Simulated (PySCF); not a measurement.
## C₆ coefficients of unlike pairs at PBE

Calculated with PySCF 2.14 from the dipole response of each species, C₆(A,B) = (3/π) ∫ α_A(iu) α_B(iu) du, in atomic units, from isotropic polarisabilities. For ions this is the dispersion term alone; charge-induced terms of lower order in 1/R come first.

```tsv
species	configuration	basis	relativity	α (bohr³)	C₆ (like pair)
Mg(2+)	[Ne] (1S)	aug-cc-pCVQZ (10s9p7d5f3g)	none	0.5031	0.6055
O(2+)	[He] 2s2 2p2 (3P)	aug-cc-pVQZ (6s5p4d3f2g)	none	1.748	2.340
C(2+)	[He] 2s2 (1S)	aug-cc-pVDZ-DK (4s3p2d)	spin-free X2C	4.260	6.531
Se+	[Ar] 3d10 4s2 4p3 (4S)	aug-cc-pVTZ-DK (7s6p4d2f)	spin-free X2C	14.37	87.65
```

(1) Estimate C₆ for C(2+) with O(2+).

No spin-orbit coupling is included.

The other pairs:

```tsv
pair	C₆
O(2+), Mg(2+)	1.069
Se+, O(2+)	13.61
Se+, C(2+)	23.85
C(2+), Mg(2+)	1.375
Se+, Mg(2+)	5.345
```

Results:

(1) The integral gives 3.615. The combination rule 2 C_A C_B / (C_A α_B/α_A + C_B α_A/α_B) gives 3.646 and the geometric mean 3.910.
